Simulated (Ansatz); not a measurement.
C2H2N2, SMILES `[C-]#[N+][C]N` (excited triplet) (charge 0, multiplicity 3). This triplet is an excited state, 1.54 eV above the relaxed singlet at the level B3LYP/cc-pVTZ // PBE0-D3(BJ)/def2-TZVP (Ansatz, a quantum-chemistry and plane-wave program).

Calculation: frozen-core fic-MRCISD+Q@CASSCF(6e,6o)/cc-pVTZ // PBE0-D3(BJ)/def2-TZVP in Ansatz.

Ansatz 0.2 input:
```yaml
crystal:
  periodic: [false, false, false]
  atoms:
    - { symbol: C, position_ang: [2.456954, -0.545882, 0.758587] }
    - { symbol: N, position_ang: [1.35064, -0.322664, 0.374707] }
    - { symbol: C, position_ang: [0.211802, -0.122959, -0.222446] }
    - { symbol: N, position_ang: [-0.985174, 0.258174, 0.304824] }
    - { symbol: H, position_ang: [-1.314318, 1.168996, 0.011117] }
    - { symbol: H, position_ang: [-1.7199, -0.43566, 0.250246] }
basis:
  gaussian: { orbitals: cc-pVTZ }
correlation:
  method: fic_mrcisd_q
  active_space: { window: { electrons: 6, orbitals: 6 } }
magnetization:
  spin_polarized: false
  initial_magnetization: 2
```

Output:

```
Functional definition: HF
874 factors; integrals over basis functions are off by at most 1.2e-3 eV
mean field evaluation 1: about -5050.7796 eV, gradient 2.7e1 eV
mean field evaluation 2: about -5050.7853 eV, gradient 2.7e1 eV
mean field evaluation 4: about -5053.4306 eV, gradient 6.1e0 eV
mean field evaluation 8: about -5053.7380 eV, gradient 5.9e-1 eV
mean field evaluation 16: about -5045.7580 eV, gradient 8.8e0 eV
mean field -5053.74167415 eV, -185.7215809760 hartree, gradient 1.9e-6 eV, S^2 2.000000; 1 other end points of the search recorded, 0 dependent functions left out
reference -5053.74167415 eV, -185.7215809760 hartree; 15, 13 occupied and 133, 135 virtual orbitals, 874 factors
state -5055.70685884 eV, -185.7938001811 hartree
contracted CI cycle   1: correlation 0.00000000 eV, 0.0000000000 hartree, residual 4.47e1 eV
contracted CI cycle   2: correlation -14.17502889 eV, -0.5209227036 hartree, residual 6.41e0 eV
contracted CI cycle   3: correlation -14.54428814 eV, -0.5344927306 hartree, residual 1.36e0 eV
contracted CI cycle   4: correlation -14.56381243 eV, -0.5352102351 hartree, residual 4.29e-1 eV
contracted CI cycle   5: correlation -14.56597780 eV, -0.5352898109 hartree, residual 1.43e-1 eV
contracted CI cycle   6: correlation -14.56618699 eV, -0.5352974987 hartree, residual 4.37e-2 eV
contracted CI cycle   7: correlation -14.56620534 eV, -0.5352981729 hartree, residual 1.33e-2 eV
contracted CI cycle   8: correlation -14.56620710 eV, -0.5352982375 hartree, residual 4.26e-3 eV
contracted CI cycle   9: correlation -14.56620729 eV, -0.5352982444 hartree, residual 1.40e-3 eV
state -5055.70685884 eV, -185.7938001811 hartree; corrected -5072.31443061 eV, -186.4041171867 hartree
Total energy: -5072.31443061 eV, -186.4041171867 hartree
```
